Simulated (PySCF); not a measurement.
I₂, charge -1, doublet, geometry from GFN2-xTB (a state made from the parent by changing its charge; the spin is typed, not shown lowest) (core potentials on I). Base run: HF/def2-SV(P) (PySCF).

Input for PySCF:
```python
from pyscf import gto, scf

mol = gto.M(
    atom='''
I    -0.000000   -0.000000   -1.707770
I     0.000000    0.000000    1.707770
''',
    basis='def2-sv(p)',
    ecp={'I': 'def2-sv(p)'},
    charge=-1,
    spin=1,
    verbose=4,
)

mf = scf.UHF(mol)
mf.kernel()
```

The base run was repeated with changes; each row names its change, and settings that it needs were set with it.

```tsv
change	ΔE vs base (mEh)	fitting functions	outcome
base	0.000	-	converged
auxbasis = def2-tzvp-ri	-	-	input refused
auxbasis = def2-svp-ri	-	-	input refused
only_dfj = on; auxbasis = def2-universal-jfit	-0.074	116	converged
auxbasis = cc-pvtz-jkfit	-	-	input refused
auxbasis = def2-universal-jfit	6844.7	116	converged
auxbasis = cc-pvtz-ri	-	-	input refused
auxbasis = even-tempered beta=1.6	0.016	638	converged
auxbasis = even-tempered beta=3.0	-75.190	288	converged
exchange = seminumerical (SGX) (with mf = sgx.sgx_fit(mf, auxbasis='def2-universal-jfit'); with mf.with_df.dfj = True)	-0.069	116	converged
```

A fitting set is made for a task (jfit for Coulomb, jkfit for Coulomb and exchange, ri for correlation) and for a family of orbital bases.

Open shells are given as the SCF converged; they aren't shown to be the lowest states, and a large step between rows can be another state.

- auxbasis = def2-tzvp-ri: ended with `pyscf.lib.exceptions.BasisNotFoundError: Basis set not found for I in def2-tzvp-ri`
- auxbasis = def2-svp-ri: ended with `pyscf.lib.exceptions.BasisNotFoundError: Basis set not found for I in def2-svp-ri`
- auxbasis = cc-pvtz-jkfit: ended with `pyscf.lib.exceptions.BasisNotFoundError: Basis set not found for I in cc-pvtz-jkfit`
